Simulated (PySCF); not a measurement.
Computed shifts of a molecule C₃H₁₀Si₂, PySCF with HF/pcSseg-1, GIAO, gas phase, atoms alike by connectivity averaged where their shifts nearly agree, in ppm (number of nuclei): ²⁹Si: -46.9 (2). ¹³C: 7.3 (1), -7.8 (2). ¹H: 3.91 (6), 0.84 (2), -0.49 (2). References: ²⁹Si against TMS (σ = 393.8 ppm); ¹³C against TMS (σ = 192.6 ppm); ¹H against TMS (σ = 31.99 ppm), references at their B3LYP-D3(BJ)/def2-TZVP geometries, non-relativistic. Geometry: ωB97X-D3(BJ)/def2-SVP. One conformer was computed; it need not be the lowest.

Task: Which molecule gave these data?
A. C1C[SiH2][SiH2]C1
B. [SiH3][C@H]1C[C@@H]1[SiH3]
C. C[SiH]1C[SiH2]C1
D. [SiH3]/C=C/C[SiH3]

Result: B, [SiH3][C@H]1C[C@@H]1[SiH3]
